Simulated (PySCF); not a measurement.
SMILES CC(C)(C)[S] (C₄H₉S), doublet (CAM-B3LYP/def2-SVP optimised geometry):

```
14

C     -0.675     1.341     0.000
C     -0.143    -0.099     0.000
C      1.387    -0.099     0.000
C     -0.686    -0.864    -1.209
S     -0.765    -0.856     1.548
H     -0.338     1.850    -0.918
H     -1.774     1.365     0.019
H     -0.298     1.910     0.863
H      1.785    -1.124     0.045
H      1.767     0.371    -0.922
H      1.781     0.456     0.863
H     -0.333    -0.398    -2.144
H     -1.785    -0.867    -1.213
H     -0.344    -1.910    -1.204
```

Level of theory: unrestricted CAM-B3LYP/def2-TZVP (PySCF).

**Question.** What are the frontier orbital energies (α orbitals alone; a β orbital can be the lowest empty one) and the dipole moment?

**Answer.** HOMO-2 -10.43 eV, HOMO-1 -9.31 eV, HOMO -8.22 eV, LUMO 1.74 eV, LUMO+1 2.33 eV; dipole moment 1.82 D.

On the same geometry unrestricted PBE/def2-TZVP (PySCF 2.14.0) gives HOMO-2 -7.85 eV, HOMO-1 -6.61 eV, HOMO -5.55 eV, LUMO 0.04 eV, LUMO+1 0.35 eV; dipole moment 1.88 D.

Meta-Löwdin charges at CAM-B3LYP/def2-TZVP: C1 -0.33, C2 0.03, C3 -0.33, C4 -0.33, S5 -0.05, H6 0.11, H7 0.11, H8 0.11, H9 0.11, H10 0.10, H11 0.11, H12 0.10, H13 0.11, H14 0.11.
